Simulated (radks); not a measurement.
Results of a calculation; reference values are marked as such.
Problem. These are the eigenvalues of the occupied orbitals of an atom or ion with whole-number occupations (hartree). Code: a radial shooting solver on a logarithmic mesh with Libxc functionals. Model: scalar-relativistic Kohn-Sham, r2SCAN, spin-polarised, spherical densities, finite nucleus; meta-GGA in the generalised Kohn-Sham scheme; Fermi nuclear charge, rms radius of each element as measured or else 0.836 A^(1/3) + 0.57 fm.

| orbital | eigenvalue |
|---|---|
| 1s up | -1164.383 |
| 1s down | -1164.380 |
| 2s up | -179.1617 |
| 2s down | -179.1615 |
| 2p up | -160.7194 |
| 2p down | -160.7176 |
| 3s up | -35.89337 |
| 3s down | -35.89186 |
| 3p up | -29.85766 |
| 3p down | -29.85558 |
| 3d up | -20.74712 |
| 3d down | -20.74496 |
| 4s up | -6.19260 |
| 4s down | -6.18755 |
| 4p up | -4.31336 |
| 4p down | -4.30902 |
| 4d up | -1.56800 |
| 4d down | -1.56068 |
| 5s up | -0.59936 |
| 5s down | -0.53588 |
| 5p up | -0.25124 |
| 5p down | -0.18954 |

Which element is it, and in what charge state? The configuration may be excited. Open shells, if any, are filled with parallel spins first.

Solution. Z = 52, tellurium, charge 0: Te in [Kr] 4d10 5s2 5p4. The list shows which subshells hold electrons but not how many an open one holds; the 1s level, -1164.4 hartree, gives Z - s = 48.3 by -(Z - s)^2/2, which with screening and relativity narrows Z to a few neighbours, and the depths of the outer levels then fix element, charge and occupations together.
